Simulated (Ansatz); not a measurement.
Molecule: C2H3F2 (charge -1, singlet). It need not be the lowest isomer of its formula. Whether it binds its extra electron was not tested at this geometry. 
Geometry from a B3LYP-D3(BJ)/def2-TZVP (Ansatz, an electronic-structure program) optimisation:
```xyz
7

C     -1.3224    -0.1198    -0.0821
C      0.1225     0.0167    -0.5541
F      0.7838    -1.0618     0.1967
F      0.5791     1.1820     0.2193
H     -1.4062    -0.1386     1.0222
H     -1.7496    -1.0442    -0.4832
H     -1.9106     0.7198    -0.4654
```
Charge -1, spin multiplicity 1.

Parts of the frozen-core correlation energy in STO-3G (Ansatz, hartree). Frozen orbitals: 4; correlated occupied orbitals by spin: 13 and 13; virtual: 6 and 6. Spin-orbit coupling is left out. Non-relativistic.

| term | value |
|---|---|
| reference (HF) | -272.39334 |
| MP2 opposite-spin | (withheld) |
| MP2 same-spin | (withheld) |
| CCSD correlation | (withheld) |
| (T) | -0.00231 |
| T1 diagnostic | 0.008 |
| largest doubles amplitude | 0.040 |

### Question
Some entries are withheld; supply them.

### Answer

- MP2 opposite-spin, value: -0.10458
- MP2 same-spin, value: -0.01092
- CCSD correlation, value: -0.15536
